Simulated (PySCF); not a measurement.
An unknown is described by computed data only.

Formula: C2H2F6Si.

- XPS: Si2p3/2 108.3, C1s 298.1 (×2), F1s 694.2 (×6), Si1s 1848.0 eV [ΔSCF SCAN, pcX-2 on the ionised atom, pcseg-1 elsewhere, spin-free X2C, 2p3/2 from a spin–orbit splitting computed afterwards within the 2p shell]
- Polarisability: 56.4 au [CAM-B3LYP/def2-SVPD]
- Rotational structure: rotational constants A, B, C: 2.484, 0.823, 0.797 GHz [PBE0-D3(BJ)/def2-SVP]
- 1H NMR: chemical shifts (computed TMS as zero) by class: 4.22 (2 H) ppm [GIAO KT2/pcSseg-1]
- NMR, other nuclei: isotropic shieldings of nuclei other than C and H, by class: 219 (6 F), 421 (1 Si) ppm [GIAO KT2/pcSseg-1]
- 13C NMR: chemical shifts (computed TMS as zero) by class: 132.5 (2 C) ppm [GIAO KT2/pcSseg-1]
- UV, first state: lowest singlet excitation: 8.74 eV (142 nm, f = 0.000) [TDDFT CAM-B3LYP/def2-SVPD]
- Dipole: 2.33 D [CAM-B3LYP/def2-SVPD]
- Triplet: lowest triplet excitation (Tamm–Dancoff): 8.03 eV [TDA CAM-B3LYP/def2-SVPD]

Gas-phase values; electronic properties from PySCF, density fitting. Levels stand in brackets. Geometry: PBE0-D3(BJ)/def2-SVP; no solvent, vibrations or thermal averaging. NMR classes are plain means over equivalent atoms (diastereotopic ones count apart unless rotation or inversion swaps them), as if these changed places fast.

Question: Propose a structure and show how it fits.

Answer: 2 carbons fall into 1 class: carbon bonded to 3 F and Si (132.5 ppm, 2 C). All hydrogens form one class (4.22 ppm): hydrogen on silicon. The other shieldings belong to: 219 ppm, fluorine bonded to C; 421 ppm, silicon bonded to 2 C and 2 H. The core levels belong to: Si2p3/2 108.3 eV, silicon bonded to 2 C and 2 H; C1s 298.1 eV, carbon bonded to 3 F and Si; F1s 694.2 eV, fluorine bonded to C; Si1s 1848.0 eV, silicon bonded to 2 C and 2 H. One atom of each topological class was ionised and stands for its class. By its constants the optimised geometry is an asymmetric top. Structure: Si(CF3)2H2 (`FC([SiH2]C(F)(F)F)(F)F`). The assignments are read from this structure; whether some other isomer fits the data as well wasn't checked.
